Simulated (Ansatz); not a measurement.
Z-matrix (Å, degrees):
```
C
B 1 1.555
H 1 1.093 2 114.5
H 1 1.103 2 105.0 3 114.4
H 1 1.093 2 114.6 3 -128.9
C 2 1.561 1 121.7 3 146.1
Si 2 2.025 1 120.7 3 -34.4
H 6 1.103 2 104.6 1 -87.3
H 6 1.092 2 116.3 1 156.1
H 6 1.094 2 113.5 1 27.5
Cl 7 2.073 2 112.6 1 7.3
H 7 1.489 2 112.0 1 127.8
H 7 1.490 2 111.1 1 -112.4
```

Charge 0, multiplicity 1.

Question: List the B3LYP/def2-TZVPP orbital energies in eV (Ansatz). (An estimate is asked.)

Answer: Ansatz gave: Occupied: -2762.08, -1799.34, -276.46, -276.33, -256.83, -195.85, -195.72, -195.72, -183.84, -143.84, -99.21, -99.13, -99.10, -22.20, -19.85, -18.90, -14.69, -12.24, -11.77, -11.57, -11.15, -10.82, -10.27, -10.11, -9.15, -9.07, -8.38, -7.46. Lowest empty: -1.75, 0.05, 0.39, 1.43, 1.62, 1.86, 2.22, 2.55.

B3LYP here is the variant with VWN-RPA as its local correlation; programs differ in this.
